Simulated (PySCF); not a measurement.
**Electron correlation in Hg⁶⁶⁺ (mercury, charge +66)**

[Ne] 3s2 3p2, high-spin 3P determinant. Computed with PySCF 2.14 in an even-tempered Gaussian basis (17 s from 20 bohr⁻², ratio 2.5; 12 p from 26 bohr⁻², ratio 2.5; 4 d from 97 bohr⁻², ratio 2.7; 4 f from 150 bohr⁻², ratio 2.7), with the spin-free X2C one-electron Hamiltonian (Gaussian nucleus). Frozen: 1s2; 12 electrons correlated; the 20 highest virtual orbitals of each spin left out.

```
  level  correlation energy (mhartree)
   CCSD                        -551.35
    (T)                          -0.36
CCSD(T)                        -551.71
```

Diagnostics: T1 = 0.00021, D1 = 0.0009, largest double amplitude 0.026.

Spin-orbit coupling is strong in this species (close to jj coupling), so the high-spin LS determinant is a model state, not a physical level.

Cost of the coupled-cluster step: of the order of 40 core-seconds, for 12 correlated electrons.

At this charge the one-electron X2C treatment keeps the bare 1/r₁₂, with no two-electron picture change or Breit term. The effect here is smaller than on the frozen 1s shell; and a scalar Hamiltonian misses the large spin-orbit splitting of the p shells, which matters for ns² → np² pairs.

Spin-orbit coupling is strong in this species, so the high-spin LS determinant is a model state.
